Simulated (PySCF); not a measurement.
Compound: C3H3ClF2O.
Geometry (GFN2-xTB, Å), atoms numbered from 1 in this order:
```xyz
10
C3H3ClF2O angstrom
F      1.9069    1.7395    0.1628
C      1.8199    0.4055    0.1624
C      0.7296   -0.2205   -0.2692
Cl     0.7001   -1.9528   -0.2300
O     -0.3319    0.4191   -0.8140
C     -1.6045   -0.0159   -0.4912
F     -1.8900    0.2598    0.8155
H      2.7083   -0.0870    0.5214
H     -2.2999    0.5576   -1.1121
H     -1.7296   -1.1006   -0.6210
```

Method: TDDFT CAM-B3LYP/def2-SVPD, vertical, gas phase, core orbitals frozen in the response (PySCF 2.14.0, density-fitted response routines).

Computed states:

```json
{"state": "S1", "E (eV)": "5.99", "f": "0.0037"}
{"state": "S2", "E (eV)": "6.79", "f": "0.169"}
{"state": "S3", "E (eV)": "7.00", "f": "0.180"}
{"state": "S4", "E (eV)": "7.79", "f": "0.012"}
{"state": "S5", "E (eV)": "7.91", "f": "0.0021"}
{"state": "S6", "E (eV)": "8.27", "f": "0.0064"}
{"state": "S7", "E (eV)": "8.38", "f": "0.0083"}
{"state": "S8", "E (eV)": "8.46", "f": "0.0055"}
```

Broadening: Gaussians 0.4 eV wide at half height, area fixed by f = 4.319×10⁻⁹ ∫ε dν̃. The cross-section is σ = 3.8235×10⁻²¹ ε cm², given in Mb (10⁻¹⁸ cm²). The width is an assumption, not a result. The curve ends short of the highest state used, and states not computed would add to its high-energy end.

Q: Give the broadened spectrum and its maxima.

A: 
(E (eV), σ (Mb)): (5.39, 0.00), (5.46, 0.01), (5.53, 0.03), (5.60, 0.07), (5.67, 0.17), (5.74, 0.33), (5.81, 0.56), (5.88, 0.79), (5.95, 0.94), (6.02, 0.95), (6.09, 0.82), (6.16, 0.63), (6.23, 0.56), (6.31, 1.04), (6.38, 2.66), (6.45, 6.50), (6.52, 13.80), (6.59, 25.18), (6.66, 39.77), (6.73, 54.95), (6.80, 67.26), (6.87, 73.72), (6.94, 72.72), (7.01, 64.41), (7.08, 50.74), (7.15, 35.12), (7.22, 21.12), (7.29, 10.95), (7.36, 4.94), (7.43, 2.13), (7.51, 1.27), (7.58, 1.58), (7.65, 2.31), (7.72, 3.05), (7.79, 3.48), (7.86, 3.42)

Maxima: 207 nm (5.99 eV), ε about 250, made up of S1 (100%); 180 nm (6.90 eV), ε about 19000, made up of S2 (48%) and S3 (52%); 159 nm (7.82 eV), ε about 920, made up of S4 (85%) and S5 (13%) (ε in L mol⁻¹ cm⁻¹; maxima over ε = 5, shares over 10%).

Q: Coming from long wavelengths, where does ε first pass 100 L mol⁻¹ cm⁻¹?

A: At about 215 nm (5.76 eV), 0.23 eV below S1.

Q: Does any computed singlet lie in the visible range?

A: No computed singlet lies in the visible range (380 to 750 nm); the lowest, at 207 nm, stands 2.72 eV above its violet end (3.26 eV).

Q: What would ε be at 6.90 eV, the highest of these maxima, with half the width (0.2 eV)?

A: About 22000 L mol⁻¹ cm⁻¹ against 19400, a factor of about 1.1; a lone state at its own centre would give exactly 2.

One conformer stands for the species.
